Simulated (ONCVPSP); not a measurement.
**O (Z = 8): ONCV pseudisation with LDA (Perdew-Zunger), scalar-relativistic reference atom.**

Input for ONCVPSP 4.0.1:

```
# ATOM AND REFERENCE CONFIGURATION
# atsym  z   nc   nv     iexc    psfile
  O 8.00    1    2        3      upf
#
#   n    l    f
    1    0    2.00
    2    0    2.00
    2    1    4.00
#
# PSEUDOPOTENTIAL AND OPTIMIZATION
# lmax
    2
#
#   l,   rc,      ep,       ncon, nbas, qcut
    0    0.70    0.00    4    7    8.40
    1    1.55    0.00    4    9    9.80
    2    1.35    0.32    4    9    7.00
#
# LOCAL POTENTIAL
# lloc, lpopt,  rc(5),   dvloc0
    4    5    0.65    2.00
#
# VANDERBILT-KLEINMAN-BYLANDER PROJECTORs
# l, nproj, debl
    0    1    1.20
    1    2    2.20
    2    2    0.40
#
# MODEL CORE CHARGE
# icmod, fcfact, rcfact
    0    0.00    0.00
#
# LOG DERIVATIVE ANALYSIS
# epsh1, epsh2, depsh
   -2.00    5.00    0.02
#
# OUTPUT GRID
# rlmax, drl
    6.00    0.01
#
# TEST CONFIGURATIONS
# ncnf
    4
# nvcnf
#   n    l    f
    2
    2    0    2.00
    2    1    3.00
#
    2
    2    0    2.00
    2    1    2.00
#
    2
    2    0    2.00
    2    1    1.00
#
    2
    2    0    0.00
    2    1    6.00
#
```

Command:

```bash
oncvpsp.x < O.dat > O.out
```

Output (shortened: citation, most of the input echo, consistency checks and plot data are left out):

```
ONCVPSP  (Optimized Norm-Conservinng Vanderbilt PSeudopotential)
scalar-relativistic version 4.0.1

#   n    l    f        energy (Ha)
    1    0    2.00    -1.8774795E+01
    2    0    2.00    -8.7291014E-01
    2    1    4.00    -3.3803834E-01

Reference configufation results
  iterations    24
  all-electron total energy (Ha)   -7.45249658D+01

Begin loop to  construct optimized pseudo wave functions
and semi-local pseudopoentials for all angular momenta

Calculating optimized projector #   1

 for l=   0

    Fraction of norm inside rc  0.184190
    Optimizing pswf for qcut=   8.37 a_B^-1,  ecut=  35.05 Ha
    Residual kinetic energy error=  2.78D-03 Ha

    Energy error per electron        Cutoff
         Ha          eV             Ha
         0.01000     0.27211       27.71
         0.00100     0.02721       43.08
         0.00010     0.00272      146.04
         0.00001     0.00027      194.44

   Wellstate for l =  1  n =  4
     eigenvalue =   1.8620
     asymptotic potential =   2.3620
     half-point radius =  3.6110

Calculating optimized projector #   1

 for l=   1

    Fraction of norm inside rc  0.726176
    Optimizing pswf for qcut=   9.80 a_B^-1,  ecut=  48.00 Ha
    Residual kinetic energy error=  9.77D-08 Ha

    Energy error per electron        Cutoff
         Ha          eV             Ha
         0.01000     0.27211       23.22
         0.00100     0.02721       30.26
         0.00010     0.00272       36.03
         0.00001     0.00027       40.80

Calculating optimized projector #   2

 for l=   1

    Fraction of norm inside rc  0.112266
    Optimizing pswf for qcut=   9.80 a_B^-1,  ecut=  48.00 Ha
    Residual kinetic energy error=  7.43D-07 Ha

    Energy error per electron        Cutoff
         Ha          eV             Ha
         0.01000     0.27211       23.71
         0.00100     0.02721       31.85
         0.00010     0.00272       38.03
         0.00001     0.00027       43.02

   Wellstate for l =  2  n =  3
     eigenvalue =   0.3200
     asymptotic potential =   0.8200
     half-point radius =  7.1708

   Wellstate for l =  2  n =  4
     eigenvalue =   0.7200
     asymptotic potential =   1.2200
     half-point radius =  6.9857

Calculating optimized projector #   1

 for l=   2

    Fraction of norm inside rc  0.004678
    Optimizing pswf for qcut=   7.00 a_B^-1,  ecut=  24.50 Ha
    Residual kinetic energy error=  1.44D-06 Ha

    Energy error per electron        Cutoff
         Ha          eV             Ha
         0.01000     0.27211        1.32
         0.00100     0.02721        4.67
         0.00010     0.00272       11.62
         0.00001     0.00027       18.83

Calculating optimized projector #   2

 for l=   2

    Fraction of norm inside rc  0.017473
    Optimizing pswf for qcut=   7.00 a_B^-1,  ecut=  24.50 Ha
    Residual kinetic energy error=  6.68D-06 Ha

    Energy error per electron        Cutoff
         Ha          eV             Ha
         0.01000     0.27211        3.22
         0.00100     0.02721        9.28
         0.00010     0.00272       16.83
         0.00001     0.00027       23.38

Construct Vanderbilt / Kleinmman-Bylander projectors

B matrix Hermiticity error, ll=   1
   1   2   -8.8071E-05

  Orthonormal projector coefficients -2.3007E+00 -1.0732E+00

B matrix Hermiticity error, ll=   2
   1   2    3.2378E-07

  Orthonormal projector coefficients -2.8623E+01 -3.7727E+00

Pseudoatom total energy  -15.624756

Diagnostic tests using Vanderbilt-Kleinman-Bylander pseudopotentials
  1 or more projectors used as specified by nproj input data

   l    rcore       rmatch      e in        delta e   norm test  slope test

   0   0.7004018   0.7216675  -0.8729101  -0.0000101   1.0000053   0.9999810

   1   1.5519534   1.5990740  -0.3380383  -0.0000023   1.0000335   1.0000421
   1   1.5519534   1.5990740   1.8619617   0.0000212   1.0000931   1.0000931

   2   1.3524621   1.3935258   0.3200000   0.0000115   1.0000377   1.0000377
   2   1.3524621   1.3935258   0.7200000   0.0000159   1.0000452   1.0000452

 Testing for bound ghosts
   n   l    E NL Schr. Eq   E Basis Diag.   E Cutoff

   1   0       -0.872920       -0.685149    253.20

   2   1       -0.338041       -0.335237    163.89

 Testing for highly-localized positive-energy ghosts
       l    <radius>/rc     E Basis Diag.   E Cutoff

       2        0.989729      128.468548    240.30  WARNING - GHOST(+)

Test configuration 0

   n   l     f        eae           eps        diff
   1   0  2.0000  -18.77479519
   2   0  2.0000   -0.87291014   -0.87292021   -1.01D-05
   2   1  4.0000   -0.33803834   -0.33804063   -2.29D-06

    Total energies and differences
      AE_ref= -7.45249658D+01  AE_tst= -7.45249658D+01  dif=  0.00D+00
      PS_ref= -1.56247561D+01  PS_tst= -1.56247561D+01  dif= -8.88D-15
      PSP excitation error=  8.88D-15

Test configuration 1

   n   l     f        eae           eps        diff
   1   0  2.0000  -19.46735965
   2   0  2.0000   -1.44779666   -1.44758685    2.10D-04
   2   1  3.0000   -0.90356538   -0.90074341    2.82D-03

    Total energies and differences
      AE_ref= -7.45249658D+01  AE_tst= -7.39155336D+01  dif=  6.09D-01
      PS_ref= -1.56247561D+01  PS_tst= -1.50162989D+01  dif=  6.08D-01
      PSP excitation error=  9.75D-04

Test configuration 2

   n   l     f        eae           eps        diff
   1   0  2.0000  -20.35450837
   2   0  2.0000   -2.13208622   -2.12801066    4.08D-03
   2   1  2.0000   -1.59310063   -1.57995268    1.31D-02

    Total energies and differences
      AE_ref= -7.45249658D+01  AE_tst= -7.26767761D+01  dif=  1.85D+00
      PS_ref= -1.56247561D+01  PS_tst= -1.37846205D+01  dif=  1.84D+00
      PSP excitation error=  8.05D-03

Test configuration 3

   n   l     f        eae           eps        diff
   1   0  2.0000  -21.42065993
   2   0  2.0000   -2.90693320   -2.89134692    1.56D-02
   2   1  1.0000   -2.39008655   -2.35289611    3.72D-02

    Total energies and differences
      AE_ref= -7.45249658D+01  AE_tst= -7.06936513D+01  dif=  3.83D+00
      PS_ref= -1.56247561D+01  PS_tst= -1.18251638D+01  dif=  3.80D+00
      PSP excitation error=  3.17D-02

Test configuration 4

   n   l     f        eae           eps        diff
   1   0  2.0000  -18.81856742
   2   1  6.0000   -0.36656611   -0.36834842   -1.78D-03

    Total energies and differences
      AE_ref= -7.45249658D+01  AE_tst= -7.34508625D+01  dif=  1.07D+00
      PS_ref= -1.56247561D+01  PS_tst= -1.45533899D+01  dif=  1.07D+00
      PSP excitation error=  2.74D-03
```

The run took about 2.4 s on one core of a shared server CPU.
